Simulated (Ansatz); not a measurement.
Program: Ansatz 0.2.0.

A structure relaxed at PBE0-D4/def2-TZVP, charge 0, multiplicity 1:

```json
{"atom": "C1", "x (Å)": "0.573", "y (Å)": "-1.906", "z (Å)": "-0.727"}
{"atom": "C2", "x (Å)": "0.193", "y (Å)": "-0.732", "z (Å)": "0.096"}
{"atom": "Cl3", "x (Å)": "0.141", "y (Å)": "-0.988", "z (Å)": "1.807"}
{"atom": "C4", "x (Å)": "-0.110", "y (Å)": "0.490", "z (Å)": "-0.338"}
{"atom": "F5", "x (Å)": "-0.072", "y (Å)": "0.702", "z (Å)": "-1.676"}
{"atom": "Si6", "x (Å)": "-0.590", "y (Å)": "1.971", "z (Å)": "0.717"}
{"atom": "H7", "x (Å)": "1.567", "y (Å)": "-2.264", "z (Å)": "-0.446"}
{"atom": "H8", "x (Å)": "0.576", "y (Å)": "-1.639", "z (Å)": "-1.783"}
{"atom": "H9", "x (Å)": "-0.130", "y (Å)": "-2.727", "z (Å)": "-0.568"}
{"atom": "H10", "x (Å)": "-0.827", "y (Å)": "3.097", "z (Å)": "-0.220"}
{"atom": "H11", "x (Å)": "-1.826", "y (Å)": "1.681", "z (Å)": "1.484"}
{"atom": "H12", "x (Å)": "0.506", "y (Å)": "2.314", "z (Å)": "1.656"}
```

Problem. Give its formula and SMILES.

Solution. C3H6ClFSi, `C/C(Cl)=C(\F)[SiH3]`.

Problem. Point group (tolerance 0.08 Å, 0.16 Å for H)?

Solution. Cs.

Problem. Summarise the bond lengths by kind.

Solution. 2 × C–C 1.332 to 1.482 Å; 3 × C–H 1.089 to 1.093 Å; 1 × C–Cl 1.731 Å; 1 × C–F 1.355 Å; 1 × C–Si 1.881 Å; 3 × H–Si 1.483 to 1.484 Å.
